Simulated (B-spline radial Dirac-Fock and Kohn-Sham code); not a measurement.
## Sn 3p1/2: cross section and angular parameters

System: the free tin atom, 1s2 2s2 2p6 3s2 3p6 3d10 4s2 4p6 4d10 5s2 5p2; threshold 756.5 eV (tabulated edge). Model: Dirac-Hartree-Slater photoionisation with a Latter tail; cross sections with all multipoles, angular parameters from the dipole term and its interference with E2. Program: a radial B-spline solver.

Input of the calculation (task.json; shells as n, l, electrons):

```json
{"items": [{
  "Z": 50,
  "q": 0,
  "cfg": [[1, 0, 2], [2, 0, 2], [2, 1, 6], [3, 0, 2], [3, 1, 6], [3, 2, 10], [4, 0, 2], [4, 1, 6], [4, 2, 10], [5, 0, 2], [5, 1, 2]],
  "A": 120,
  "rrms": 4.6519,
  "do": "xps",
  "hv": [50.6, 80, 84.7, 85.3, 100, 118.0, 200.0, 224.0, 300, 400, 496.0, 633.0, 659.0, 774.0, 779.0, 1253.6, 1930.0, 2740.0, 2984.4, 2990.0, 3820.0, 5390.0, 7060.0, 8800.0, 8940.0, 9251.7, 10500.0, 11400.0, 12000, 13700.0],
  "edges": {"K": 29200.0, "L1": 4465.0, "L2": 4156.0, "L3": 3929.0, "M1": 884.7, "M2": 756.5, "M3": 714.6, "M4": 493.2, "M5": 484.9, "N1": 137.1, "N2": 83.6, "N3": 83.6}
}]}
```

Launch: `python xray2_run.py task.json out`

For linearly polarised light dσ/dΩ = σ/(4π) [1 + β P₂(cos θ) + (δ + γ cos²θ) sin θ cos φ], with θ from the polarisation vector and φ the angle between the beam and the projection of the electron momentum on the plane normal to the polarisation.

```csv
hν (eV),σ (kb),β,γ,δ
774,128,-0.011,-0.262,-0.040
779,128,0.065,-0.350,-0.034
1253.6,81.0,1.452,0.150,0.015
1930,40.4,1.598,-0.022,0.001
2740,20.5,1.602,0.087,0.004
2984.4,17.2,1.595,0.139,0.005
2990,17.1,1.595,0.140,0.005
3820,9.99,1.561,0.326,0.010
5390,4.44,1.487,0.652,0.024
7060,2.25,1.414,0.946,0.040
8800,?,?,?,?
8940,1.20,1.339,1.213,0.061
9251.7,1.10,1.328,1.252,0.065
10500,0.775,1.284,1.398,0.079
11400,0.616,1.254,1.493,0.089
12000,0.533,1.236,1.552,0.096
13700,0.365,1.186,1.704,0.116
```

Question: Give the values at 8800 eV.

Answer: σ = 1.26 kb, β = 1.344, γ = 1.195, δ = 0.060.
